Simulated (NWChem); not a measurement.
# silene (CH$_{4}$Si); SMILES [SiH2]=C

```xyz
6

C      0.0000     0.0000     1.1569
Si     0.0000     0.0000    -0.5507
H      0.0000     0.9266     1.7379
H      0.0000    -0.9266     1.7379
H      0.0000    -1.2496    -1.3539
H      0.0000     1.2496    -1.3539
```
Atoms are numbered in this order, from 1.

All runs: NWChem. Coordinates come from a PBE0/def2-SVP optimisation. Total energies compare along this basis series because the functional is fixed.

```csv
level,basis functions,energy (Ha),highest occupied level (eV),orbital gap (eV),dipole (D)
CAM-B3LYP/3-21G,30,-328.1484,-7.75,8.13,0.28
CAM-B3LYP/pcseg-1,52,-329.8960,-7.81,7.76,0.77
CAM-B3LYP/aug-pcseg-1,86,-329.8990,-7.85,7.52,0.88
CAM-B3LYP/pcseg-2,120,-329.9492,-7.84,7.59,0.91
CAM-B3LYP/def2-TZVPP,129,-329.9420,-7.82,7.63,0.88
```
